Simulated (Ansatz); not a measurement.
```yaml
crystal:
  periodic: [false, false, false]
  atoms:
    - {symbol: O, position_ang: [-0.977333, -2.545398, 0.005602]}
    - {symbol: Ge, position_ang: [0.673903, 0.363592, 0.260328]}
    - {symbol: S, position_ang: [-1.894610, 3.645745, 0.198807]}
    - {symbol: H, position_ang: [-2.226376, -2.523044, -1.311044]}
    - {symbol: H, position_ang: [2.432429, 0.769887, -2.026142]}
    - {symbol: H, position_ang: [2.071356, 0.168277, 2.785141]}
basis:
  gaussian: {orbitals: aug-cc-pVDZ, final_grid: {core_spheres: 8, valence_spheres: 7, degree: 23}}
magnetization: {spin_polarized: true, initial_magnetization: 1}
hamiltonian: {xc: {name: SPW92}}
accuracy: high
output: {forces: true}
```

```sh
$ ansatz run in.yaml --threads 2 --pin off --events-out ev --progress --plain --max-ram 31744MiB --backend cpu
```

It prints (some lines left out):

```
Functional definition: SPW92
2236 factors; integrals over basis functions are off by at most 4.5e-9 eV
mean field evaluation 1: about -69251.0603 eV, gradient 6.7e1 eV
mean field evaluation 2: about -68571.7113 eV, gradient 1.4e2 eV
mean field evaluation 4: about -69032.3196 eV, gradient 1.0e2 eV
mean field evaluation 8: about -69293.1295 eV, gradient 3.5e0 eV
mean field evaluation 16: about -69294.5092 eV, gradient 1.1e-1 eV
mean field evaluation 64: about -69294.3249 eV, gradient 4.8e-1 eV
mean field evaluation 96: about -69294.4730 eV, gradient 5.0e-1 eV
mean field evaluation 160: about -69294.4491 eV, gradient 1.8e-1 eV
mean field evaluation 192: about -69294.4517 eV, gradient 1.5e0 eV
mean field -69294.51318042 eV, -2546.5263898726 hartree, gradient 2.7e-8 eV, S^2 2.134774; 12 other end points of the search recorded, 0 dependent functions left out
reference -69294.51318688 eV, -2546.5263901097 hartree; 30, 29 occupied and 83, 84 virtual orbitals, 2236 factors
Total energy: -69294.51318688 eV, -2546.5263901097 hartree
Atom 0 at    -0.977333    -2.545398     0.005602 Å, force    -2.073615     0.857110    -2.614017 eV/Å
Atom 1 at     0.673903     0.363592     0.260328 Å, force     0.249245    -0.418445     0.186638 eV/Å
Atom 2 at    -1.894610     3.645745     0.198807 Å, force     0.347990    -0.425574     0.009008 eV/Å
Atom 3 at    -2.226376    -2.523044    -1.311044 Å, force     2.656347     0.051489     2.747959 eV/Å
Atom 4 at     2.432429     0.769887    -2.026142 Å, force    -0.584964    -0.147618     0.845051 eV/Å
Atom 5 at     2.071356     0.168277     2.785141 Å, force    -0.595003     0.083038    -1.174639 eV/Å
Dipole moment:     0.063737     0.183172    -0.272837 e Å
```

In this input the coordinates are in bohr but typed as ångström. The run converged. The result belongs to that input, not to the molecule as meant.
